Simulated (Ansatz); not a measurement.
`N[Si](F)(F)[SiH3]` + `C[S][Mg][OH]` → `C[S][Mg][O][SiH3]` + `N[SiH](F)F`  (cleavage of the Si–Si bond)

Program: Ansatz. Geometries: PBE0-D4/def2-TZVP. ΔE: electronic, gas phase. CBS: MP2 limit from def2 TZ/QZ plus the TZ coupled-cluster correction, frozen cores. This one scheme is used for every species. Functionals use def2-TZVPP. HSE06 is defined as in plane-wave codes. For Mg outer-core shells are correlated without core-valence functions, which leaves a few kJ/mol of doubt a bond. One conformer a species, not always the lowest.

```csv
level,ΔE (kJ/mol)
BLYP-D4,-119.5
ωB97X-V,-126.6
PBE,-106.5
HSE06,-116.9
CAM-B3LYP,-136.2
HF/def2-SVP,-153.8
CCSD(T)/def2-SVP,-135.0
SCS-MP2/def2-QZVPP,-148.1
```

Question: What does CCSD(T)/CBS give? (Estimate.)

Answer: Computed: -135.4 kJ/mol. The listed levels differ from it by 15.9, 8.8, 28.9, 18.5, -0.8, -18.4, 0.4, -12.7 kJ/mol.

Largest T1 diagnostic among the species: 0.012.

In def2-TZVPP, CCSD(T) changes the Hartree–Fock value by +25.4 kJ/mol (the triples alone add +3.2 kJ/mol) and MP2 by +18.4 kJ/mol. From BLYP to BHLYP (50 % exact exchange), in def2-TZVPP and without D4, ΔE moves by −19.3 kJ/mol.
